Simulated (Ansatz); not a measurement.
Ansatz (a quantum-chemistry and plane-wave program) input:

Ansatz 0.2 input:
```yaml
crystal:
  periodic: [false, false, false]
  atoms:
    - {symbol: N, position_ang: [-1.66029379, -0.58036976, -0.24284183]}
    - {symbol: B, position_ang: [-0.35776596, -0.12579984, -0.02756744]}
    - {symbol: Cl, position_ang: [0.97376618, -1.28069303, -0.00302824]}
    - {symbol: Cl, position_ang: [-0.04790979, 1.60598419, 0.08320939]}
    - {symbol: H, position_ang: [-2.32867216, -0.83836222, 0.47465049]}
basis:
  gaussian:
    orbitals: def2-TZVPD
hamiltonian:
  xc: {name: B3LYP}
magnetization: {spin_polarized: true, initial_magnetization: 1}
output: {forces: true}
```

What final total energy does it print?

-1000.74079 Eh (B3LYP/def2-TZVPD). The basis has 175 functions.

It need not be the lowest isomer of its formula.
